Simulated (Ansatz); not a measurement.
```xyz
4

C    -0.1266   -0.0391    0.0023
H     1.1025    0.0917   -0.0868
H    -0.5396    0.9843    0.1014
H    -0.5222   -0.9216   -0.0553
```

Basis set: aug-cc-pVDZ (spherical functions). Frozen core: 1 orbital. Charge 0, multiplicity 2.

Computed with Ansatz (development build ahead of 0.2.0); each method stands on the lowest determinant of its kind that the runs found.

The atomization energy at this shape (free ground-state atoms in the same class of orbitals less the molecule, no zero-point energy) of doublet CH₃:

```tsv
method	atomization energy
UHF-MP2	11.71 eV
```

(1) What does UHF give?

Answers

(1) 9.55 eV. Caution: the shape is not the minimum.
